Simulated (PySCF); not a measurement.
Si(H)(Cl)(Me)(NH2) (CH6ClNSi), SMILES C[SiH](N)Cl.

Coordinates come from a B3LYP-D3(BJ)/def2-SVP optimisation. One conformer was computed; it need not be the lowest.

All values below come from r2SCAN/def2-TZVP (PySCF).

Computed frontier levels, gap, dipole moment and polarisability:
| Quantity | Result |
|---|---|
| highest occupied level | -6.71 eV |
| lowest empty level | 0.50 eV |
| orbital gap | 7.21 eV |
| dipole moment | 2.00 D |
| quadrupole, principal values (traceless, Buckingham form, about the centre of nuclear charge) | -7.27, 1.27, 6.00 D·Å |
| mean static polarisability | 56.9 bohr³ (8.42 Å³) |
| polarisability, principal values | 50.5, 56.6, 63.4 bohr³ |
